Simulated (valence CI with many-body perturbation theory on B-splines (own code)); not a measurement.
Questions on Ti XVIII

Level of theory: valence CI with perturbative core correlation (CI+MBPT): three valence electrons over a frozen Dirac-Fock core [He], a basis of 11 s, 11 p, 10 d, 8 f, 5 g, 2 h functions for each j, with the one-electron correlation potential Σ1, the two-electron term Σ2, the three-electron term Σ3, Breit, model QED; selected CI, second order for the rest, scaled by the run's own slope (own B-spline code, finite nucleus).

No measured spectrum was set against this ion. As an estimate, levels of excited configurations hold to 0.05 to 0.15 % of their energy, terms of the ground configuration to about 0.5 %.

Names give the largest LS component (configuration and term), which can be under half, so a name can repeat, a term be missing and a line seem to break the LS rules; names also repeat where a configuration has a term twice.

Rates and lifetimes use the calculated energies. Strong lines usually hold to 10 to 20 %, long lifetimes can be off by a factor of two.

(1) What is the ground level?

(2) How well does LS coupling describe the low levels?

(3) What is the ionisation energy?

(4) Among levels below 74.760 Ry, which E1 lines absorb most strongly from the ground level?

(5) Where does the other parity begin?

Results:

(1) 2s²2p ²P°_1/2, composition 98 % 2s²2p ²P° + 2 % 2p³ ²P°, g = 0.662.

(2) Among the lowest 20 levels the leading LS term, summed over configurations, holds 94 % on average. For single configurations the figures are 92 % in LS and 77 % in jj coupling. Terms mix most in the J = 1/2 level at 6.143 Ry, where the leading one holds 53 %.

(3) 1220.4 eV; NIST lists 1220.3 ± 0.5 eV (semi-empirical).

(4) to 2s²3d ²D_3/2 at 1.721 nm, f = 0.662; to 2s²4d ²D_3/2 at 1.318 nm, f = 0.124; to 2s2p3p ²P_1/2 at 1.674 nm, f = 0.103.

(5) At 2s2p² ⁴P_1/2, 2.820 Ry.
